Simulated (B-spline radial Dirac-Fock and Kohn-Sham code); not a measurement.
# Kohn-Sham estimates against Dirac-Fock for the levels of Os⁶⁸⁺

System: the Os⁶⁸⁺ ion in the configuration [He] 2s2 2p4.

The density-functional columns are spherical, spin-unpolarised Dirac-Kohn-Sham results without Breit or QED terms: −ε is minus the orbital energy of the initial state and ΔSCF the difference of two total energies. The reference in the last column comes from ΔSCF Dirac-Fock with Breit, self-energy and vacuum polarisation, finite nucleus, configuration average. All numbers are from a radial atomic solver, in eV; a selection of levels is shown. The Kohn-Sham columns are given as differences from the reference. For the 1s level of heavy atoms much of the gap between ΔSCF and the reference is the Breit and QED part, -357.5 eV here; for other levels the error of the functional can be larger.

| level | LDA −ε − DF | LDA ΔSCF − DF | Dirac-Fock |
| --- | --- | --- | --- |
| 1s | -278.3 | +367.0 | 80941.5 |
| 2s | -146.0 | +14.4 | 19264.4 |
| 2p | -146.5 | +34.5 | 17807.0 |

Values without a named source are computed, but for edge energies of neutral atoms, which are taken from tables.
